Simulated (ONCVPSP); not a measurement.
**Which change was made? (N, ONCV)**

nitrogen, optimised norm-conserving Vanderbilt (ONCV), made with ONCVPSP 4.0.1 (LDA (Perdew-Wang 92), scalar-relativistic). Core [He], reference 2s2 2p1.5 (charge +1.5). Waves: 2s: rc 0.90 bohr, ncon 4, nbas 9, qcut 8.1 1/bohr, 2 projectors, debl 1.6 Ha; 2p: rc 1.60 bohr, ncon 4, nbas 9, qcut 9.9 1/bohr, 1 projector; d scattering state at 0.09 Ha: rc 1.75 bohr, ncon 4, nbas 7, qcut 5.3 1/bohr, 2 projectors, debl 1.7 Ha. Local part: polynomial inside 0.65 bohr (lpopt 5, dvloc0 0 Ha). Core correction: Teter function, fcfact 1.5, rcfact 1.65.

Cutoffs, loose and tight: the cutoffs (Ha) at which the residual kinetic energy of the hardest occupied pseudo-wave falls to 1 and 0.1 mHa per electron. They do not see the model core or the augmentation charge, which bear on the density cutoff. Test errors are all-electron minus pseudo excitation energies from the reference, over the configurations 2s2 2p3; 2s2 2p2; 2s2 2p1; 2s1 2p4; variants that change the core or the reference have their own tests.

The base gives: outcome: generated; cutoff, loose: 30 Ha; cutoff, tight: 85 Ha; bound ghosts: none; GHOST(+) flags above zero: d; largest test error (meV): +100.

Question: After one change the result is: outcome: generated; cutoff, loose: 170 Ha; cutoff, tight: 289 Ha; bound ghosts: none; GHOST(+) flags above zero: d; largest test error (meV): +114. Which change was it?
A. reference 2s2 2p3
B. s: qcut 5.5
C. functional revPBE
D. d: rc 2.6

Answer: B. The others give: reference 2s2 2p3 → outcome: generated; cutoff, loose: 29 Ha; cutoff, tight: 59 Ha; bound ghosts: none; GHOST(+) flags above zero: d; largest test error (meV): +520 | functional revPBE → outcome: generated; cutoff, loose: 30 Ha; cutoff, tight: 86 Ha; bound ghosts: none; GHOST(+) flags above zero: none; largest test error (meV): +73 | d: rc 2.6 → outcome: generated, projector energies reset by the program; cutoff, loose: 30 Ha; cutoff, tight: 85 Ha; bound ghosts: d; GHOST(+) flags above zero: none; largest test error (meV): +100.
